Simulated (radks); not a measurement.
Results of a calculation; reference values are marked as such.
All-electron atom: the barium ion Ba2+ in [Xe]. Code: a radial shooting solver on a logarithmic mesh with Libxc functionals. Model: scalar-relativistic Kohn-Sham, PBE, spin-polarised, spherical densities, finite nucleus; Fermi nuclear charge, rms radius 4.8378 fm. Some entries of the table are withheld. Estimate them.

| orbital | occ. | eigenvalue (eV) | <1/r> (bohr^-1) | <r> (bohr) |
|---|---|---|---|---|
| 1s | 2 | -37269.11 | 60.69 | 0.02558 |
| 2s | 2 | -5901.444 | 13.96 | (1) |
| 2p | 6 | -5293.443 | 13.27 | 0.09619 |
| 3s | 2 | -1255.605 | 5.043 | 0.2920 |
| 3p | 6 | -1060.657 | 4.784 | 0.2899 |
| 3d | 10 | (2) | 4.535 | 0.2666 |
| 4s | 2 | -256.3803 | 2.083 | 0.6739 |
| 4p | 6 | -193.4925 | (3) | 0.7155 |
| 4d | 10 | -102.1612 | (4) | 0.8001 |
| 5s | 2 | -45.9787 | 0.8065 | 1.632 |
| 5p | 6 | -30.9076 | 0.6859 | 1.894 |

Answer. 
(1) 2s <r> (bohr): 0.1098
(2) 3d eigenvalue (eV): -777.4672
(3) 4p <1/r> (bohr^-1): 1.919
(4) 4d <1/r> (bohr^-1): 1.655
